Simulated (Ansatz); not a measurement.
F₂GeHS, SMILES `[F][Ge]([F])[SH]` radical, relaxed with UKS PBE0-D4/def2-TZVP in Ansatz from a PBE-D4/def2-SVP geometry. The force threshold is 0.005 eV/Å; the program also tests the step.

The species carries charge 0 and has multiplicity 2.

Start:

```xyz
5

F     1.654    0.728   -0.109
Ge    0.508   -0.617   -0.123
F     0.375   -1.070   -1.820
S    -1.548    0.144    0.501
H    -0.989    0.814    1.551
```

Problem. How much energy does the relaxation release, and in how many steps? (Estimate.)

Solution. Computed: 4.29 kJ/mol, in 7 steps.

Problem. Which bonds change most? (An estimate is asked.)

Solution. Ansatz gave: Ge2–S4 from 2.280 to 2.229 Å; F1–Ge2 from 1.766 to 1.736 Å; Ge2–F3 from 1.761 to 1.732 Å; S4–H5 from 1.366 to 1.345 Å.

Problem. Give the relaxed structure. (Best estimate.)

Solution. Ansatz gave: 
```xyz
5

F     1.665    0.722   -0.166
Ge    0.508   -0.572   -0.110
F     0.361   -1.081   -1.758
S    -1.506    0.207    0.444
H    -1.028    0.723    1.591
```
